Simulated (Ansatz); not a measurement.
C₂H₆Cl₂Si, charge +1, doublet, at a GFN2-xTB geometry (a state made from the parent by changing its charge; the spin is typed, not shown lowest); CAM-B3LYP/cc-pV(D+d)Z in Ansatz (a first-principles code).

Ansatz was given this input:
Ansatz 0.2 input:
```yaml
crystal:
  periodic: [false, false, false]
  atoms:
    - {symbol: C, position_ang: [1.28326055, -1.61852252, -0.18269265]}
    - {symbol: Si, position_ang: [-0.01244605, -0.16470319, 0.02878020]}
    - {symbol: C, position_ang: [-1.50051811, -1.25652796, 0.68507829]}
    - {symbol: Cl, position_ang: [0.59275738, 1.10582814, 1.44024366]}
    - {symbol: Cl, position_ang: [-0.46164787, 0.62919309, -1.74342086]}
    - {symbol: H, position_ang: [0.91558411, -2.34745596, -0.89758167]}
    - {symbol: H, position_ang: [2.20061141, -1.16991748, -0.55367409]}
    - {symbol: H, position_ang: [1.46895957, -2.09730723, 0.77327666]}
    - {symbol: H, position_ang: [-2.33287650, -0.58039578, 0.85952341]}
    - {symbol: H, position_ang: [-1.77836292, -1.99714285, -0.05781342]}
    - {symbol: H, position_ang: [-1.22498746, -1.74699412, 1.61304491]}
basis:
  gaussian:
    orbitals: cc-pV_D+d_Z.json
hamiltonian:
  xc: cam_b3lyp
total_charge: 1
magnetization: {spin_polarized: true, initial_magnetization: 1}
```
The basis file holds cc-pV(D+d)Z in the JSON format of the Basis Set Exchange.

Output, abridged:

```
Functional definition: CAM-B3LYP
1254 factors; integrals over basis functions are off by at most 8.9e-4 eV
384 factors; integrals over basis functions are off by at most 8.1e-6 eV
mean field evaluation 1: about -35080.4587 eV, gradient 3.8e1 eV
mean field evaluation 2: about -35081.5864 eV, gradient 3.4e1 eV
mean field evaluation 4: about -35087.6663 eV, gradient 2.2e0 eV
mean field evaluation 8: about -35087.9126 eV, gradient 3.1e-1 eV
mean field evaluation 16: about -35087.9171 eV, gradient 2.1e-3 eV
mean field -35087.91712951 eV, -1289.4571710649 hartree, gradient 2.1e-5 eV, S^2 0.758693; 0 other end points of the search recorded, 0 dependent functions left out
reference -35087.91726151 eV, -1289.4571759160 hartree; 33, 32 occupied and 94, 95 virtual orbitals, 1254 factors
Total energy: -35087.91726151 eV, -1289.4571759160 hartree
```
